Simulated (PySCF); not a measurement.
PySCF input (TPSS/def2-TZVPD):

```python
from pyscf import gto, scf, dft

mol = gto.M(
    atom='''
    C    -1.04934839   -0.01000115   -0.04078540
    Si    0.75946497    0.00723832    0.02951840
    H    -1.40732725   -0.61205719   -0.89091039
    H    -1.45130815    1.00896482   -0.15684383
    H    -1.47778377   -0.43823725    0.87920906
    ''',
    basis='def2-tzvpd',
    charge=1,
    spin=0,
    verbose=4,
)

mf = dft.RKS(mol, xc='tpss').density_fit(auxbasis='def2-universal-jkfit')
mf.grids.level = 3
mf.conv_tol = 1e-9
mf.max_cycle = 100
mf.max_memory = 1500
mf.kernel()
if not mf.converged:
    mf = mf.newton()
    mf.kernel(mf.make_rdm1())
mf.analyze()
```

End of the output:

```
Extra cycle  E= -329.100699995861  delta_E= 1.25e-12  |g|= 9.56e-07  |ddm|= 2.63e-06
converged SCF energy = -329.100699995861
**** SCF Summaries ****
Total Energy =                        -329.100699995860566
Nuclear Repulsion Energy =              43.224379731330991
One-electron Energy =                 -533.433124785954988
Two-electron Energy =                  161.108045058763423
Two-electron Coulomb Energy =          188.273651435025101
DFT Exchange-Correlation Energy =      -27.165606376261678
HOMO-LUMO gap [eV] =                     3.226843201889212
**** MO energy ****
MO #1   energy= -66.0059475493713  occ= 2
MO #2   energy= -10.2084620247149  occ= 2
MO #3   energy= -5.43257632539112  occ= 2
MO #4   energy= -3.81174094397117  occ= 2
MO #5   energy= -3.81174088642054  occ= 2
MO #6   energy= -3.79765478083325  occ= 2
MO #7   energy= -0.897724114267159 occ= 2
MO #8   energy= -0.666076731525557 occ= 2
MO #9   energy= -0.608107617074522 occ= 2
MO #10  energy= -0.608107279628061 occ= 2
MO #11  energy= -0.489906393484407 occ= 2
MO #12  energy= -0.371322092063027 occ= 0
MO #13  energy= -0.371321305619539 occ= 0
MO #14  energy= -0.196125799706984 occ= 0
MO #15  energy= -0.141085357591565 occ= 0
MO #16  energy= -0.133318127289253 occ= 0
MO #17  energy= -0.133317259600205 occ= 0
MO #18  energy= -0.102500469954998 occ= 0
MO #19  energy= -0.0954763418289246 occ= 0
MO #20  energy= -0.0954759176021625 occ= 0
MO #21  energy= -0.075353505303182 occ= 0
MO #22  energy= -0.0753523342735344 occ= 0
MO #23  energy= -0.0468878641970925 occ= 0
MO #24  energy= -0.0223906945297813 occ= 0
MO #25  energy= -0.0223898327517373 occ= 0
MO #26  energy= -0.000524695837429139 occ= 0
MO #27  energy= 0.00489486275343757 occ= 0
MO #28  energy= 0.00489573468182336 occ= 0
MO #29  energy= 0.0614040011040646 occ= 0
MO #30  energy= 0.0614046927100948 occ= 0
MO #31  energy= 0.0795056170233066 occ= 0
MO #32  energy= 0.0873150464017012 occ= 0
MO #33  energy= 0.0873160347041518 occ= 0
MO #34  energy= 0.0951898514185295 occ= 0
MO #35  energy= 0.115578615886507  occ= 0
MO #36  energy= 0.125347366020007  occ= 0
MO #37  energy= 0.126619471737294  occ= 0
MO #38  energy= 0.126620715175728  occ= 0
MO #39  energy= 0.166449626636197  occ= 0
MO #40  energy= 0.172490488448454  occ= 0
MO #41  energy= 0.172491142828868  occ= 0
MO #42  energy= 0.206269607863371  occ= 0
MO #43  energy= 0.20627300695282   occ= 0
MO #44  energy= 0.235429093441482  occ= 0
MO #45  energy= 0.285662363748314  occ= 0
MO #46  energy= 0.292775814191362  occ= 0
MO #47  energy= 0.292778445672701  occ= 0
MO #48  energy= 0.339760448988498  occ= 0
MO #49  energy= 0.33976313044015   occ= 0
MO #50  energy= 0.374809404660748  occ= 0
MO #51  energy= 0.47620685652268   occ= 0
MO #52  energy= 0.488792880219307  occ= 0
MO #53  energy= 0.489545611604811  occ= 0
MO #54  energy= 0.489546565414662  occ= 0
MO #55  energy= 0.612477499528339  occ= 0
MO #56  energy= 0.612479375457712  occ= 0
MO #57  energy= 0.709115699209626  occ= 0
MO #58  energy= 0.709118368653408  occ= 0
MO #59  energy= 0.734512899909246  occ= 0
MO #60  energy= 0.737676661766229  occ= 0
MO #61  energy= 0.759515040287496  occ= 0
MO #62  energy= 0.812426774545678  occ= 0
MO #63  energy= 0.812428495934188  occ= 0
MO #64  energy= 0.855977672770607  occ= 0
MO #65  energy= 0.855978692965937  occ= 0
MO #66  energy= 0.953442319499701  occ= 0
MO #67  energy= 0.953446475655467  occ= 0
MO #68  energy= 1.04073766201369   occ= 0
MO #69  energy= 1.05296051089624   occ= 0
MO #70  energy= 1.0529614933009    occ= 0
MO #71  energy= 1.10455209750503   occ= 0
MO #72  energy= 1.24705193744106   occ= 0
MO #73  energy= 1.24705336633193   occ= 0
MO #74  energy= 1.3701310165421    occ= 0
MO #75  energy= 1.43166739538382   occ= 0
MO #76  energy= 1.51878861141452   occ= 0
MO #77  energy= 1.51879064568006   occ= 0
MO #78  energy= 1.53700442756464   occ= 0
MO #79  energy= 1.69297624371846   occ= 0
MO #80  energy= 1.83371557414792   occ= 0
MO #81  energy= 1.83371850796688   occ= 0
MO #82  energy= 1.91085183895125   occ= 0
MO #83  energy= 2.19557860437259   occ= 0
MO #84  energy= 2.19557973373936   occ= 0
MO #85  energy= 2.23384855614866   occ= 0
MO #86  energy= 2.26145186602305   occ= 0
MO #87  energy= 2.2614615962902    occ= 0
MO #88  energy= 2.4434780499887    occ= 0
MO #89  energy= 2.44348282568527   occ= 0
MO #90  energy= 2.6889674419772    occ= 0
MO #91  energy= 2.90877567623223   occ= 0
MO #92  energy= 2.90877937954789   occ= 0
MO #93  energy= 3.08865960156247   occ= 0
MO #94  energy= 3.08866145634432   occ= 0
MO #95  energy= 3.09231408060588   occ= 0
MO #96  energy= 3.09352572561749   occ= 0
MO #97  energy= 3.40286484115117   occ= 0
MO #98  energy= 3.40294503626635   occ= 0
MO #99  energy= 3.40294917804472   occ= 0
MO #100 energy= 4.12727411061995   occ= 0
MO #101 energy= 4.12728969417006   occ= 0
MO #102 energy= 4.3132660706322    occ= 0
MO #103 energy= 5.79259651211723   occ= 0
MO #104 energy= 5.79259690977345   occ= 0
MO #105 energy= 6.16019032927769   occ= 0
MO #106 energy= 10.0449088421209   occ= 0
MO #107 energy= 21.9781710799916   occ= 0
 ** Mulliken pop on meta-lowdin orthogonal AOs  **
 ** Mulliken pop  **
pop of  0 C 1s            1.99992
pop of  0 C 2s            1.08865
pop of  0 C 3s            0.00206
pop of  0 C 4s            0.00407
pop of  0 C 5s            0.00017
pop of  0 C 6s            0.00029
pop of  0 C 2px           1.20673
pop of  0 C 2py           1.14574
pop of  0 C 2pz           1.14583
pop of  0 C 3px           0.00186
pop of  0 C 3py           0.00097
pop of  0 C 3pz           0.00097
pop of  0 C 4px           0.00136
pop of  0 C 4py           0.00062
pop of  0 C 4pz           0.00062
pop of  0 C 3dxy          0.00009
pop of  0 C 3dyz          0.00154
pop of  0 C 3dz^2         0.00206
pop of  0 C 3dxz          0.00010
pop of  0 C 3dx2-y2       0.00305
pop of  0 C 4dxy          0.00077
pop of  0 C 4dyz          0.00014
pop of  0 C 4dz^2         0.00013
pop of  0 C 4dxz          0.00077
pop of  0 C 4dx2-y2       0.00017
pop of  0 C 5dxy          0.00000
pop of  0 C 5dyz          0.00018
pop of  0 C 5dz^2         0.00019
pop of  0 C 5dxz          0.00000
pop of  0 C 5dx2-y2       0.00022
pop of  0 C 4f-3          0.00010
pop of  0 C 4f-2          0.00006
pop of  0 C 4f-1          0.00107
pop of  0 C 4f+0          0.00005
pop of  0 C 4f+1          0.00070
pop of  0 C 4f+2          0.00011
pop of  0 C 4f+3          0.00114
pop of  1 Si 1s           1.99999
pop of  1 Si 2s           1.99970
pop of  1 Si 3s           1.79795
pop of  1 Si 4s           0.00418
pop of  1 Si 5s           0.00094
pop of  1 Si 6s           0.00036
pop of  1 Si 2px          1.99990
pop of  1 Si 2py          1.99980
pop of  1 Si 2pz          1.99980
pop of  1 Si 3px          0.94392
pop of  1 Si 3py          0.10136
pop of  1 Si 3pz          0.10255
pop of  1 Si 4px          0.01055
pop of  1 Si 4py          0.00322
pop of  1 Si 4pz          0.00323
pop of  1 Si 5px          0.00121
pop of  1 Si 5py          0.00004
pop of  1 Si 5pz          0.00004
pop of  1 Si 6px          0.00016
pop of  1 Si 6py          0.00001
pop of  1 Si 6pz          0.00001
pop of  1 Si 3dxy         0.00236
pop of  1 Si 3dyz         0.00010
pop of  1 Si 3dz^2        0.00291
pop of  1 Si 3dxz         0.00241
pop of  1 Si 3dx2-y2      0.00864
pop of  1 Si 4dxy         0.00096
pop of  1 Si 4dyz         0.00000
pop of  1 Si 4dz^2        0.00006
pop of  1 Si 4dxz         0.00096
pop of  1 Si 4dx2-y2      0.00016
pop of  1 Si 5dxy         0.00002
pop of  1 Si 5dyz         0.00001
pop of  1 Si 5dz^2        0.00027
pop of  1 Si 5dxz         0.00003
pop of  1 Si 5dx2-y2      0.00078
pop of  1 Si 4f-3         0.00001
pop of  1 Si 4f-2         0.00004
pop of  1 Si 4f-1         0.00000
pop of  1 Si 4f+0         0.00001
pop of  1 Si 4f+1         0.00016
pop of  1 Si 4f+2         0.00001
pop of  1 Si 4f+3         0.00024
pop of  2 H 1s            0.78827
pop of  2 H 2s            0.00478
pop of  2 H 3s            0.00315
pop of  2 H 2px           0.00065
pop of  2 H 2py           0.00035
pop of  2 H 2pz           0.00057
pop of  2 H 3px           0.00072
pop of  2 H 3py           0.00055
pop of  2 H 3pz           0.00045
pop of  3 H 1s            0.78827
pop of  3 H 2s            0.00478
pop of  3 H 3s            0.00315
pop of  3 H 2px           0.00071
pop of  3 H 2py           0.00070
pop of  3 H 2pz           0.00016
pop of  3 H 3px           0.00069
pop of  3 H 3py           0.00038
pop of  3 H 3pz           0.00064
pop of  4 H 1s            0.78827
pop of  4 H 2s            0.00478
pop of  4 H 3s            0.00315
pop of  4 H 2px           0.00074
pop of  4 H 2py           0.00025
pop of  4 H 2pz           0.00058
pop of  4 H 3px           0.00068
pop of  4 H 3py           0.00059
pop of  4 H 3pz           0.00044
 ** Mulliken atomic charges  **
charge of    0C =     -0.61250
charge of    1Si =      1.01094
charge of    2H =      0.20052
charge of    3H =      0.20052
charge of    4H =      0.20052

WARN: System has nonzero charge 1; the dipole moment is origin-dependent.
Location of origin: [0. 0. 0.]

Dipole moment(X, Y, Z, Debye):  0.41634,  0.00397,  0.01619
```
